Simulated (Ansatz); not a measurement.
Input for Ansatz (a first-principles code): R-PBE/def2-TZVPP on C2H5BO (SMILES C=CBO), a point of a torsion scan.

Ansatz 0.2 input:
```yaml
crystal:
  periodic: [false, false, false]
  atoms:
    - {symbol: C, position_ang: [-1.35932986, 0.36678528, -0.10339713]}
    - {symbol: C, position_ang: [-0.39712855, -0.25783828, 0.55762518]}
    - {symbol: B, position_ang: [1.00355949, -0.70243093, -0.01167745]}
    - {symbol: O, position_ang: [1.22275608, -1.88839548, -0.57484239]}
    - {symbol: H, position_ang: [-1.25260298, 0.62329727, -1.14595550]}
    - {symbol: H, position_ang: [-2.29366993, 0.65544086, 0.35401842]}
    - {symbol: H, position_ang: [-0.57031323, -0.47612183, 1.60868525]}
    - {symbol: H, position_ang: [1.94616912, -0.00556454, 0.07556294]}
    - {symbol: H, position_ang: [0.47196176, -2.47844092, -0.66357630]}
basis:
  gaussian:
    orbitals: def2-TZVPP
hamiltonian:
  xc: {name: PBE}
scf: {lower_state_search: off}
```

The head of its log:

```
WARN ansatz: RAYON_NUM_THREADS=1 ignored (pool sized by the plan → 1); use --threads N
Functional definition: PBE
these checks for a lower state are left out or cut short: stability, starts, cluster_reference, orbital_swaps, neighbouring_geometries, increment
integrals: 0.08 GiB planned
975 factors; their error is unknown
mean field: 0.71 GiB planned
mean field evaluation 1: about -4862.6957 eV, gradient 7.6e1 eV
mean field evaluation 2: about -4839.2849 eV, gradient 1.3e2 eV
```

Problem. What total energy does the run end on?

Solution. -179.1476 hartree.
